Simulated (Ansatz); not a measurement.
`C[SiH2][SiH]1[CH2][AlH]1`, relaxed with RKS PBE-D4/def2-SVP in the Gaussian-basis code of Ansatz from a rough embedded geometry. The force threshold is 0.03 eV/Å; the program also tests the step.

Charge 0, multiplicity 1.

Start:

```xyz
14

C    -1.579   -1.629    0.124
Si   -1.078   -0.308   -1.001
Si    1.047    0.191   -0.630
C     1.319    0.849    1.168
Al    1.390    2.472    0.131
H    -0.922   -2.582   -0.030
H    -2.624   -1.933   -0.025
H    -1.435   -1.334    1.230
H    -1.873    0.870   -0.748
H    -1.221   -0.732   -2.406
H     2.127   -0.758   -0.986
H     0.420    0.682    1.766
H     2.254    0.395    1.594
H     2.175    3.818   -0.186
```

```json
{"step": "1", "energy (eV)": "-24547.4577", "largest force (eV/Å)": "2.703", "largest move (Å)": "0.000"}
{"step": "2", "energy (eV)": "-24548.0496", "largest force (eV/Å)": "1.212", "largest move (Å)": "0.195"}
{"step": "3", "energy (eV)": "-24548.1511", "largest force (eV/Å)": "0.236", "largest move (Å)": "0.128"}
{"step": "4", "energy (eV)": "-24548.1591", "largest force (eV/Å)": "0.066", "largest move (Å)": "0.035"}
{"step": "5", "energy (eV)": "-24548.1611", "largest force (eV/Å)": "0.028", "largest move (Å)": "0.033"}
{"step": "6", "energy (eV)": "-24548.1621", "largest force (eV/Å)": "0.035", "largest move (Å)": "0.033"}
{"step": "7", "energy (eV)": "-24548.1634", "largest force (eV/Å)": "0.044", "largest move (Å)": "0.055"}
{"step": "8", "energy (eV)": "-24548.1644", "largest force (eV/Å)": "0.060", "largest move (Å)": "0.075"}
{"step": "9", "energy (eV)": "-24548.1652", "largest force (eV/Å)": "0.061", "largest move (Å)": "0.051"}
{"step": "10", "energy (eV)": "-24548.1658", "largest force (eV/Å)": "0.046", "largest move (Å)": "0.021"}
{"step": "11", "energy (eV)": "-24548.1662", "largest force (eV/Å)": "0.024", "largest move (Å)": "0.018"}
```

End:

```xyz
14

C    -1.678   -1.816    0.069
Si   -1.078   -0.340   -0.964
Si    1.168    0.193   -0.574
C     1.402    0.989    1.213
Al    1.701    2.432   -0.091
H    -1.122   -2.736   -0.203
H    -2.760   -1.999   -0.096
H    -1.517   -1.625    1.150
H    -1.885    0.887   -0.599
H    -1.310   -0.602   -2.432
H     2.127   -0.922   -0.920
H     0.555    0.908    1.926
H     2.331    0.651    1.726
H     2.066    3.982   -0.205
```

Hardware: 4 threads of an Arm Neoverse V1 on a shared host. Wall time 18 s, peak host memory 0.18 GiB.
